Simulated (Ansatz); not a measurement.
Pd3H2⁻ was relaxed with PBE-D4 (def2-TZVPD) in Ansatz in these states: charge -1 doublet, charge -1 quartet. The geometries follow in no particular order.

In the def2 sets Pd takes a core potential; there is no spin–orbit coupling.

A:

```xyz
5

Pd   -0.875    0.139    0.180
Pd    1.491   -1.226    0.406
Pd    1.013    0.459   -1.482
H    -1.963    1.155   -0.437
H     0.335   -0.527    1.332
```

B:

```tsv
atom	x (Å)	y (Å)	z (Å)
Pd1	-0.8204	-0.2457	0.0743
Pd2	1.8448	-0.4304	-0.3490
Pd3	0.7132	1.7901	0.1787
H4	-2.2628	0.3504	0.4396
H5	0.5252	-1.4644	-0.3436
```

Question: Judge from the bond lengths which geometry belongs to which state (an estimate).

Answer: A is the charge -1 doublet (Pd1–H5 1.799 Å, Pd2–H5 1.637 Å, Pd1–Pd2 2.741 Å); B is the charge -1 quartet (Pd1–H5 1.863 Å, Pd2–H5 1.676 Å, Pd1–Pd2 2.705 Å).

At PBE-D4/def2-TZVPD the highest occupied level of the charge -1 doublet lies above zero (up to 0.28 eV). By energy differences its removal costs 2.15 eV (vertical, to the charge 0 singlet, at PBE-D4/def2-TZVPD); a positive level beside a positive removal energy at the same level points to self-interaction error. At PBE-D4/def2-TZVPD the highest occupied level of the charge -1 quartet lies above zero (up to 0.28 eV). It is a level of α spin, whose loss leaves a triplet; that state wasn't run at this geometry and level. The electron is either unbound and held by the finite basis, or the level is raised by self-interaction error. At PBE-D4/def2-TZVPD the gap within one spin of the charge -1 quartet nearly closes, so an electron or hole may be smeared out by delocalisation error. At PBE0-D4/def2-TZVPD a doublet lies 0.82 eV below the charge -1 quartet. These are the stationary points nearest to one start from a short search; other shapes may lie lower in each state.
